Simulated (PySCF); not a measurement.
Input of a run (PBE0-D3(BJ)/def2-SVP geometry optimisation, gas phase (PySCF 2.14.0)), started from GFN2-xTB:
```
{"job": {"xc": "PBE0", "basis": "def2-SVP", "d3": "d3bj", "grid": 2, "kind": "geom"}, "charge": 0, "multiplicity": 1}
C     -2.250484    -1.200114     0.624957
B     -1.222928    -0.052474     0.241887
C     -1.768753     1.431333     0.094971
C      0.238540    -0.459338     0.036546
C      0.747530    -1.754393     0.159341
C      2.115224    -1.730096    -0.101179
C      2.432500    -0.420617    -0.381753
N      1.319462     0.333121    -0.299908
C      1.309666     1.748178    -0.535338
H     -2.274114    -1.978307    -0.136261
H     -3.270089    -0.844621     0.754300
H     -1.961290    -1.694132     1.551143
H     -1.600112     1.830826    -0.904195
H     -1.280334     2.116149     0.786838
H     -2.837394     1.499587     0.285501
H      0.172155    -2.622680     0.413788
H      2.795258    -2.559532    -0.089084
H      3.383125     0.012126    -0.633462
H      0.972214     2.287814     0.351169
H      0.650541     1.999865    -1.367874
H      2.320363     2.074248    -0.779303
```

Output (energies in Eh, forces in Eh/bohr):
```
step   0  E = -352.91971154  max force = 0.009369
step   1  E = -352.92173438  max force = 0.001734
step   2  E = -352.92175324  max force = 0.000527
step   3  E = -352.92175271  max force = 0.000875
step   4  E = -352.92175596  max force = 0.000430
optimisation converged
```

Summarise the run.

The energy falls by 1.3 kcal/mol over 5 energy and gradient evaluations, the largest force component goes from 0.0094 to 4.3e-04 Eh/bohr, and the atoms move by 0.019 Å rms after alignment. Among the bonds, C1–H10, C1–H12, C5–H16, C6–H17 and C7–H18 change most and about equally (+0.015 to +0.016 Å). Bonds longer at the end by more than 0.005 Å: 19 of 21; shorter: 0. The energy never rose by more than 1e-6 Eh on the way. The first step brought 99 % of the lowering.

What are the final bond lengths?

C1–B2 1.585 Å, B2–C3 1.585 Å, B2–C4 1.542 Å, C4–C5 1.403 Å, C5–C6 1.404 Å, C6–C7 1.387 Å, C7–N8 1.355 Å, N8–C9 1.441 Å, C4–N8 1.393 Å, C1–H10 1.103 Å, C1–H11 1.100 Å, C1–H12 1.103 Å, C3–H13 1.103 Å, C3–H14 1.103 Å, C3–H15 1.100 Å, C5–H16 1.088 Å, C6–H17 1.088 Å, C7–H18 1.089 Å, C9–H19 1.099 Å, C9–H20 1.099 Å, C9–H21 1.097 Å. Numbering counts from 1 in the input's order; the species is `CB(C)C1=CC=CN1C`.

The run used 186 basis functions and 34 SCF cycles in all.

Not checked by PBE0-D3(BJ)/def2-SVP frequencies.

Conformer computed: `[CH3:1][B:2]([CH3:3])[c:4]1[cH:5][cH:6][cH:7][n:8]1[CH3:9]`: C1–B2–C4–C5 0°.
